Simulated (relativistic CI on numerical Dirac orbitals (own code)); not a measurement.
## Electric-dipole lines of Sm⁶⁰⁺

Computed by Dirac-Coulomb-Breit CI, separate exchange-only KLI orbitals for each configuration, model QED (radiative potential, 1s self-energy scaled to tabulated hydrogen-like ionisation energies), unscaled Slater integrals (own radial code, finite nucleus).

Configurations in the expansion: 1s2, 1s 2s, 1s 2p, 1s 3s, 1s 3p, 1s 3d, 1s 4s, 1s 4p, 1s 4d, 1s 4f, 1s 5s, 1s 5p, 1s 5d, 1s 5f, 1s 5g, 1s 6s, 1s 6p, 1s 6d, 2s2. Levels of other configurations are missing.

```tsv
λ vac (Å)	Lower	Upper	A (s⁻¹)	gf	Branching (%)
0.3011	1s2 1S_0 [1]	1s 2p 1P°_1 [7]	1.15e+16	4.70e-01	100.0
0.3068	1s2 1S_0 [1]	1s 2p 3P°_1 [3]	5.65e+15	2.39e-01	100.0
1.1979	1s 2p 3P°_1 [3]	1s 4d 3D_2 [23]	2.73e+14	2.94e-01	63.4
1.2830	1s 2p 3P°_2 [6]	1s 4d 3D_3 [26]	2.88e+14	4.97e-01	74.7
1.2884	1s 2p 1P°_1 [7]	1s 4d 1D_2 [29]	2.58e+14	3.20e-01	64.1
1.5643	1s 2s 3S_1 [2]	1s 3p 3P°_2 [12]	2.85e+14	5.23e-01	98.5
1.5803	1s 2p 3P°_1 [3]	1s 3d 3D_1 [14]	2.80e+14	3.15e-01	29.0
1.5808	1s 2p 3P°_1 [3]	1s 3d 3D_2 [13]	8.08e+14	1.51e+00	81.8
1.5834	1s 2p 3P°_0 [4]	1s 3d 3D_1 [14]	5.41e+14	6.10e-01	56.1
1.6073	1s 2s 3S_1 [2]	1s 3p 3P°_1 [9]	2.46e+14	2.86e-01	13.7
1.7234	1s 2p 3P°_2 [6]	1s 3d 3D_3 [16]	8.92e+14	2.78e+00	99.6
1.7329	1s 2p 1P°_1 [7]	1s 3d 1D_2 [17]	7.98e+14	1.80e+00	86.6
1.7390	1s 2p 3P°_2 [6]	1s 3d 3D_2 [13]	1.33e+14	3.02e-01	13.5
3.3594	1s 3p 3P°_2 [12]	1s 5d 3D_3 [40]	4.75e+13	5.63e-01	23.7
3.3676	1s 3d 3D_2 [13]	1s 5f 3F°_3 [41]	6.12e+13	7.28e-01	59.1
3.3695	1s 3d 3D_1 [14]	1s 5f 3F°_2 [42]	5.50e+13	4.68e-01	53.1
3.4210	1s 3d 3D_3 [16]	1s 5f 3F°_4 [44]	6.30e+13	9.95e-01	62.4
3.4227	1s 3d 1D_2 [17]	1s 5f 1F°_3 [47]	6.00e+13	7.37e-01	59.4
4.5098	1s 3s 3S_1 [8]	1s 4p 3P°_2 [22]	3.61e+13	5.50e-01	20.8
4.5446	1s 3p 3P°_1 [9]	1s 4d 3D_2 [23]	7.93e+13	1.23e+00	18.4
4.5498	1s 3p 3P°_0 [11]	1s 4d 3D_1 [24]	5.32e+13	4.95e-01	12.7
4.8752	1s 3p 3P°_2 [12]	1s 4d 3D_3 [26]	9.68e+13	2.42e+00	25.1
4.8923	1s 3d 3D_2 [13]	1s 4f 3F°_3 [27]	1.83e+14	4.59e+00	91.9
4.8960	1s 3d 3D_1 [14]	1s 4f 3F°_2 [28]	1.64e+14	2.95e+00	82.7
4.8966	1s 3p 1P°_1 [15]	1s 4d 1D_2 [29]	8.74e+13	1.57e+00	21.7
4.9928	1s 3d 3D_3 [16]	1s 4f 3F°_4 [30]	1.91e+14	6.41e+00	98.3
4.9960	1s 3d 1D_2 [17]	1s 4f 1F°_3 [31]	1.81e+14	4.75e+00	93.6
9.8249	1s 4s 3S_1 [18]	1s 5p 3P°_2 [36]	8.26e+12	5.98e-01	8.0
9.8888	1s 4p 3P°_1 [19]	1s 5d 3D_2 [37]	1.56e+13	1.14e+00	6.9
10.520	1s 4p 3P°_2 [22]	1s 5d 3D_3 [40]	2.01e+13	2.34e+00	10.0
10.553	1s 4d 3D_2 [23]	1s 5f 3F°_3 [41]	3.37e+13	3.94e+00	32.5
10.559	1s 4d 3D_1 [24]	1s 5f 3F°_2 [42]	3.03e+13	2.54e+00	29.3
10.560	1s 4p 1P°_1 [25]	1s 5d 1D_2 [43]	1.82e+13	1.53e+00	8.7
10.739	1s 4d 3D_3 [26]	1s 5f 3F°_4 [44]	3.58e+13	5.57e+00	35.5
10.741	1s 4f 3F°_3 [27]	1s 5g 3G_4 [45]	5.74e+13	8.94e+00	95.5
10.744	1s 4f 3F°_2 [28]	1s 5g 3G_3 [46]	5.47e+13	6.62e+00	90.9
10.745	1s 4d 1D_2 [29]	1s 5f 1F°_3 [47]	3.41e+13	4.13e+00	33.8
10.828	1s 4f 3F°_4 [30]	1s 5g 3G_5 [48]	5.89e+13	1.14e+01	98.9
10.830	1s 4f 1F°_3 [31]	1s 5g 1G_4 [49]	5.72e+13	9.06e+00	96.2
15.391	1s 2s 3S_1 [2]	1s 2p 3P°_2 [6]	1.24e+12	2.20e-01	13.5
18.308	1s 5p 3P°_1 [33]	1s 6d 3D_2 [55]	4.50e+12	1.13e+00	3.4
19.377	1s 5p 3P°_2 [36]	1s 6d 3D_3 [58]	6.01e+12	2.37e+00	5.1
19.446	1s 5p 1P°_1 [39]	1s 6d 1D_2 [59]	5.47e+12	1.55e+00	4.4
52.285	1s 3s 3S_1 [8]	1s 3p 3P°_2 [12]	1.92e+11	3.94e-01	0.1
124.96	1s 4s 3S_1 [18]	1s 4p 3P°_2 [22]	4.75e+10	5.57e-01	0.0
```

Terms are leading LS components. Brackets give the number of a level in order of energy, since labels repeat. The list gives strong lines, with weight on those to low levels, without lines whose two gauges differ by over a factor of 2.5, among the lowest 59 of 60 levels, so that lines to higher ones, which can be the strongest, are missing. Levels whose partners in the same complex of configurations lie outside the list can be far off, and so can their lines. Rates are taken at the computed energies, electric ones in the length gauge.

At this charge energies of transitions that change n are usually good to better than 1 %, and those within a shell (Δn = 0) to a few per cent.

LS names give the leading component of a level, which can be under half, so a name can repeat, a term be missing and a line seem to break the LS rules.
